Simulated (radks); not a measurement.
Task: These are the eigenvalues of the occupied orbitals of an atom or ion with whole-number occupations (hartree). Calculated with a radial shooting solver on a logarithmic mesh with Libxc functionals: scalar-relativistic Kohn-Sham, XLYP, spin-polarised, spherical densities, finite nucleus; Fermi nuclear charge, rms radius of each element as measured or else 0.836 A^(1/3) + 0.57 fm.

| orbital | eigenvalue |
|---|---|
| 1s up | -4.34875 |
| 1s down | -4.33240 |
| 2s up | -0.52659 |

Which element is it, and in what charge state? The configuration may be excited. Open shells, if any, are filled with parallel spins first.

Result: Z = 4, beryllium, charge +1: Be+ in [He] 2s1. The list shows which subshells hold electrons but not how many an open one holds; the 1s level, -4.3487 hartree, gives Z - s = 2.9 by -(Z - s)^2/2, which with screening and relativity narrows Z to a few neighbours, and the depths of the outer levels then fix element, charge and occupations together.
